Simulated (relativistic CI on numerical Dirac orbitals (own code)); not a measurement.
Calculated levels, I XXII

These numbers are calculated, not measured: Dirac-Coulomb-Breit CI, separate exchange-only KLI orbitals for each configuration, model QED (radiative potential, 1s self-energy scaled to tabulated hydrogen-like ionisation energies), unscaled Slater integrals (own radial code, finite nucleus).

Configurations in the expansion (outside the closed core [Ar] 3d10): 4s2.4p2, 4s.4p3, 4s2.4p.4d, 4p4, 4s.4p2.4d, 4s2.4p.4f, 4s.4p2.4f, 4p3.4d, 4s.4p.4d2, 4s2.4d.4f, 4p3.4f, 4s2.4p.5s, 4s2.4p.5p, 4p3.5s, 4p2.4d.4f, 4s.4p.4d.5s, 4s.4p2.5s, 4s2.4p.5d, 4s.4p.4f2, 4s2.4f.5s, 4s.4p2.5p, 4s2.4p.5f, 4s2.4p.5g, 4s.4p2.5d, 4s2.4p.6s, 4s2.4p.6p, 4p2.4f.5s, 4s2.4d2, 4s.4d3, 4s.4d2.4f, 4p2.4d2, 4p.4d3, 4p.4d2.4f, 4p.4d2.5s, 4s2.4f2, 4s.4d.4f2, 4s.4f3, 4p2.4f2, 4p.4d.4f2, 4p.4f3, 4p.4f2.5s, 4s.4p.4d.4f, 4s.4d.4f.5s, 4s2.4d.5s, 4s.4d2.5s, 4p2.4d.5s, 4p.4d.4f.5s, 4p.4d.5s2, 4s.4p.4f.5s, 4s.4f2.5s, 4s.4f.5s2, 4s2.5s2, 4s.4d.5s2. Double excitations out of closed p, d and f shells are left out; levels of such configurations are missing from the list, as are those of other unlisted configurations, and high levels can miss mixing partners. These lack a partner that the ground configuration has and come out too high: 4s.4p2.5p, 4s.4p2.5d, 4s2.4p.5p, 4s2.4p.5d, 4s2.4p.5f.

The lowest level is 4s2.4p2 3P_0, with 78 % of that term; Hund's rules for 4s2.4p2 give 3P with J = 0, in agreement.

```csv
No.,Configuration,Term,J,E (eV),%,Next component (%),Landé g,Lifetime (s)
1,4s2.4p2,3P,0,0.000,78,20 1S,,
2,4s2.4p2,3P,1,12.298,98,1 4s.4p2.4d 3P,1.500,7.25e-05
3,4s2.4p2,1D,2,14.748,52,46 3P,1.232,7.26e-03
4,4s2.4p2,3P,2,28.933,52,46 1D,1.266,3.07e-05
5,4s2.4p2,1S,0,34.839,77,21 3P,,1.46e-05
6,4s.4p3,5S°,2,58.173,68,24 3P°,1.812,3.80e-10
7,4s.4p3,3D°,1,67.454,58,22 3P°,0.838,3.57e-11
8,4s.4p3,3D°,2,71.402,59,22 5S°,1.387,1.11e-10
9,4s.4p3,3D°,3,75.365,93,6 4s2.4p.4d 3D°,1.332,1.26e-10
10,4s.4p3,3P°,0,80.572,95,4 4s2.4p.4d 3P°,,3.67e-11
11,4s.4p3,3P°,1,82.366,61,22 3D°,1.285,2.51e-11
12,4s.4p3,1D°,2,83.061,42,19 3D°,1.173,2.77e-11
13,4s.4p3,3S°,1,89.346,50,33 1P°,1.525,5.86e-12
14,4s.4p3,3P°,2,93.388,35,18 4s2.4p.4d 3F°,1.181,6.40e-11
15,4s2.4p.4d,3F°,2,97.023,68,20 4s.4p3 1D°,0.814,2.26e-11
16,4s2.4p.4d,3F°,3,101.839,84,7 3D°,1.099,2.84e-11
17,4s.4p3,1P°,1,104.513,36,27 3S°,1.275,5.73e-12
18,4s2.4p.4d,3P°,2,105.258,48,20 3D°,1.282,5.04e-12
19,4s2.4p.4d,3D°,1,106.500,53,15 3P°,0.893,3.04e-12
20,4s2.4p.4d,3F°,4,112.552,98,1 4p3.4d 3F°,1.249,6.95e-05
21,4s2.4p.4d,1D°,2,116.078,41,35 3D°,1.042,3.70e-12
22,4s2.4p.4d,3P°,0,117.316,94,4 4s.4p3 3P°,,4.30e-12
23,4s2.4p.4d,3D°,3,118.333,66,15 1F°,1.249,3.28e-12
24,4s2.4p.4d,3P°,1,118.585,64,25 3D°,1.210,3.78e-12
25,4s2.4p.4d,3P°,2,120.457,42,34 3D°,1.301,4.20e-12
26,4s2.4p.4d,1F°,3,126.413,77,19 3D°,1.066,3.00e-12
27,4s2.4p.4d,1P°,1,128.420,76,11 3D°,0.964,4.16e-12
28,4p4,3P,2,131.958,56,22 1D,1.353,2.08e-11
29,4p4,3P,0,138.516,45,37 1S,,1.46e-11
30,4s.4p2.4d,5F,1,140.023,71,16 3D,0.270,1.62e-10
```

Energies count from the lowest computed level; ° marks odd parity; lifetimes are radiative, by E1, M1, E2, M2, E3 decay to levels of this space only.

The mean weight of the leading LS term, summed over parents, in these 30 levels is 65 %, and that of the leading jj configuration (from the same eigenvectors) 79 %, so jj coupling describes them better and the LS labels are nominal.

At this charge energies of transitions that change n are usually good to better than 1 %, and those within a shell (Δn = 0) to a few per cent.

LS names give the leading component of a level, which can be under half, so a name can repeat, a term be missing and a line seem to break the LS rules.
